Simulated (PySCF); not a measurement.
**Assigning NMR signals**

Atom-mapped SMILES (the numbers label the heavy atoms): `[CH2:1]=[C:2]([O:3][SiH3:4])[C@H:5]([CH3:6])[F:7]` (H(Xn): hydrogen on atom n). Ha(C1) is cis to O3; Hb(C1) is trans to O3.

- PBE0/pcSseg-1 with gauge-including orbitals
- geometry: GFN2-xTB
- program: PySCF 2.14.0 with density-fitted response routines
- equivalent nuclei averaged, no relativistic terms, gas phase, one conformer

Scale: $^{13}$C (σref 186.93), $^{1}$H (σref 31.72) against TMS (reference shieldings calculated alike).

Question: Assign these signals to the numbered atoms. $^{13}$C{$^{1}$H} NMR (computed): δ 169.9, 92.7, 88.4, 23.6.

Answer: 
| δ (ppm) | atoms | environment | reason |
| --- | --- | --- | --- |
| 169.9 | C2 | alkene carbon bearing oxygen | an sp2 carbon further deshielded by the attached heteroatom |
| 92.7 | C5 | allylic sp3 CH bonded to F | deshielded by the electronegative neighbour |
| 88.4 | C1 | β carbon of an enol-ether or enamine type C=C | the O or N lone pair pushes π density onto this β carbon and shields it |
| 23.6 | C6 | methyl carbon | saturated and bonded to C and H only |

Question: Assign these signals to the numbered atoms. $^{1}$H NMR (300 MHz, computed): δ 5.05 (m, 1H), 4.98 (s, 3H), 4.85 (m, 1H), 4.32 (m, 1H), 1.49 (m, 3H).

Answer: 
5.05 → H(C5), hydrogen on an allylic sp3 CH bonded to F: its carbon carries F, hence the downfield position
4.98 → H(Si4), hydrogen on a silicon bonded to O
4.85 → Hb(C1), hydrogen on a β carbon of an enol-ether or enamine type C=C: lone-pair donation from O or N shields it, upfield of ordinary alkene protons
4.32 → Ha(C1), hydrogen on a β carbon of an enol-ether or enamine type C=C
1.49 → H(C6), hydrogen on a methyl carbon

H(C5) and H(Si4) lie closer than the usual error of such a calculation, so a measured spectrum could show them in the other order.

Splittings by $^{19}$F in the carbon and heteronuclear signals aren't shown, as no couplings were computed. Shifts are as computed. Against solution values, carbons near 30 ppm lie about +3 ppm off and those near 130 ppm about +5 ppm. Of 1309 compounds with measured shifts, 239 miss one by over three times the rms of a fit or turn the order of signals round; such compounds aren't used in these exercises. Multiplicities follow the n + 1 count of equivalent neighbours, as no J values were calculated; m marks all less simple cases, F and P coupling included.
